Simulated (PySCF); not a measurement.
BCl₂, charge +1, multiplicity 1.

```xyz
3

Cl     0.0000     0.0000     1.6135
B      0.0000     0.0000     0.0000
Cl     0.0000     0.0000    -1.6135
```
Charge +1, spin multiplicity 1.

Geometry: B3LYP-D3(BJ)/def2-TZVP. The multiplicity is an assumed one; other spin states were not compared. The isomer is the one that the SMILES or the coordinates give; other isomers of the formula were not compared.

Method: KT2/pcSseg-2 (PySCF). Non-relativistic, no solvent.

Task: Give the absolute GIAO shielding of each atom: isotropic value and principal components (ppm). (The exact figures need the calculation; the answer reports its results.)

Result: 
```csv
atom,σ(iso),σ11,σ22,σ33,span
Cl1,767.9,576.1,576.1,1151.6,575.6
B2,64.1,-16.5,-16.5,225.5,242.1
Cl3,767.9,576.1,576.1,1151.6,575.6
```
